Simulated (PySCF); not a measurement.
Electron correlation in Cr+ (chromium, charge +1)

[Ar] 3d4 4s1, high-spin 6D determinant (an excited configuration). Calculation: PySCF 2.14, in x2c-TZVPPall (6s5p4d2f1g, 64 functions); scalar relativity by spin-free X2C-1e. Frozen: [Ar]; 5 electrons correlated.

```csv
level,correlation energy (mhartree)
CCSD,-58.00
(T),-0.71
CCSD(T),-58.71
```

Diagnostics: T1 = 0.0076, D1 = 0.0154, largest double amplitude 0.019.

Cost of the coupled-cluster step: of the order of 2 core-seconds, for 5 correlated electrons.

Iterations:

```
CC2 = 0
CCSD nocc = (np.int64(5), np.int64(0)), nmo = (55, 55)
frozen orbitals [[0, 1, 2, 3, 4, 5, 6, 7, 8], [0, 1, 2, 3, 4, 5, 6, 7, 8]]
max_cycle = 100
direct = 0
conv_tol = 1e-08
conv_tol_normt = 1e-06
diis_space = 8
diis_start_cycle = 0
Init t2, MP2 energy = -0.0515580661610873
Init E_corr(UCCSD) = -0.0515580661734741
cycle = 1  E_corr(UCCSD) = -0.0567951750265794  dE = -0.00523710885  norm(t1,t2) = 0.0205471
cycle = 2  E_corr(UCCSD) = -0.0576488021214109  dE = -0.000853627095  norm(t1,t2) = 0.0074378
cycle = 3  E_corr(UCCSD) = -0.0580106997338858  dE = -0.000361897612  norm(t1,t2) = 0.0033163
cycle = 4  E_corr(UCCSD) = -0.057981688145008  dE = 2.90115889e-05  norm(t1,t2) = 0.000776308
cycle = 5  E_corr(UCCSD) = -0.0579970306770236  dE = -1.5342532e-05  norm(t1,t2) = 0.000289787
cycle = 6  E_corr(UCCSD) = -0.0579974798809361  dE = -4.49203913e-07  norm(t1,t2) = 7.99387e-05
cycle = 7  E_corr(UCCSD) = -0.0579964962678788  dE = 9.83613057e-07  norm(t1,t2) = 3.78029e-05
cycle = 8  E_corr(UCCSD) = -0.0579967158795128  dE = -2.19611634e-07  norm(t1,t2) = 1.07036e-05
cycle = 9  E_corr(UCCSD) = -0.0579966860231631  dE = 2.98563496e-08  norm(t1,t2) = 2.13698e-06
cycle = 10  E_corr(UCCSD) = -0.0579966886476423  dE = -2.62447917e-09  norm(t1,t2) = 7.78096e-07
UCCSD converged
E(UCCSD) = -1049.453230458629  E_corr = -0.0579966886476423
UCCSD(T) correction = -0.000707920963097193
```
